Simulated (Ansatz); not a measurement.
```yaml
crystal:
  periodic: [false, false, false]
  atoms:
    - {symbol: C, position_ang: [4.854272, -0.341960, -1.052308]}
    - {symbol: C, position_ang: [2.600289, -0.031542, -1.150357]}
    - {symbol: Si, position_ang: [-0.801186, 0.398586, -1.153832]}
    - {symbol: C, position_ang: [-2.271472, -0.229276, 1.923382]}
    - {symbol: F, position_ang: [-1.964632, -1.404682, -3.247946]}
    - {symbol: F, position_ang: [-1.382731, 3.206896, -2.028990]}
    - {symbol: H, position_ang: [6.850094, -0.612350, -0.982385]}
    - {symbol: H, position_ang: [-4.313825, 0.054376, 1.823345]}
    - {symbol: H, position_ang: [-1.908966, -2.173593, 2.513240]}
    - {symbol: H, position_ang: [-1.504621, 1.036980, 3.361522]}
basis:
  gaussian: {orbitals: def2-SVPD}
hamiltonian: {xc: {name: PBE}, dispersion: d3bjatm}
```

```sh
$ ansatz run in.yaml --threads 4 --pin off --events-out ev --progress --plain --max-ram 10444MiB
```

Output, abridged:

```
Functional definition: PBE
1361 factors; their error is unknown
mean field evaluation 1: about -16409.0629 eV, gradient 8.1e1 eV
mean field evaluation 2: about -15402.9447 eV, gradient 3.2e2 eV
mean field evaluation 4: about -15463.5548 eV, gradient 2.8e2 eV
mean field evaluation 8: about -16430.2541 eV, gradient 1.0e1 eV
mean field evaluation 16: about -16430.3863 eV, gradient 1.0e1 eV
mean field evaluation 32: about -16430.7116 eV, gradient 6.2e-1 eV
mean field evaluation 96: about -16430.7134 eV, gradient 1.5e-2 eV
mean field evaluation 192: about -16430.7130 eV, gradient 1.6e-2 eV
mean field evaluation 224: about -16430.7135 eV, gradient 1.8e-2 eV
mean field -16430.71361220 eV, -603.8175881105 hartree, gradient 2.7e-6 eV, S^2 0.000000; 10 other end points of the search recorded, 0 dependent functions left out
reference -16430.71369516 eV, -603.8175911592 hartree; 27, 27 occupied and 135, 135 virtual orbitals, 1361 factors
Total energy: -16430.88004311 eV, -603.8237043337 hartree
```

(1) Something in this input is off. What?

Results:

(1) The coordinates are in bohr but typed as ångström. The run converged. The result belongs to that input, not to the molecule as meant.
